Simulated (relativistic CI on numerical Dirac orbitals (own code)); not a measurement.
**Slater and spin-orbit integrals, Nb³⁹⁺**

These numbers are calculated, not measured: Dirac-Coulomb-Breit CI, KLI orbitals optimised for each configuration, model QED, unscaled Slater integrals (own radial code, finite nucleus).

Slater integrals F^k, G^k are unscaled and averaged over j, outside the closed core (none); ζ comes from projecting the Hamiltonian with its Breit term on Σ l·s of the shell.

- 1s2s: G^0(1s,2s) = 209140 cm⁻¹; <r>(1s) = 0.03554, <r^2>(1s) = 0.001699, <r>(2s) = 0.1438, <r^2>(2s) = 0.02424 (bohr units).
- 1s2p: G^1(1s,2p) = 436620, ζ(2p) = 667150 cm⁻¹; <r>(1s) = 0.03554, <r^2>(1s) = 0.001699, <r>(2p) = 0.1222, <r^2>(2p) = 0.01799 (bohr units).
- 1s3s: G^0(1s,3s) = 54808 cm⁻¹; <r>(1s) = 0.03551, <r^2>(1s) = 0.001695, <r>(3s) = 0.3271, <r^2>(3s) = 0.1218 (bohr units).

Averages of the first 10 configurations, taken without configuration mixing, which lowers the lowest level and can move excited configurations by several eV; other configurations of the list can lie among them:

```csv
Configuration,Parity,States,Average energy above the lowest level (eV)
1s²,even,1,0.0
1s2s,even,4,16993.6
1s2p,odd,12,17118.2
1s3s,even,4,20157.0
1s3p,odd,12,20193.2
1s3d,even,20,20216.6
1s4s,even,4,21254.1
1s4p,odd,12,21269.3
1s4d,even,20,21279.1
1s4f,odd,28,21282.6
```
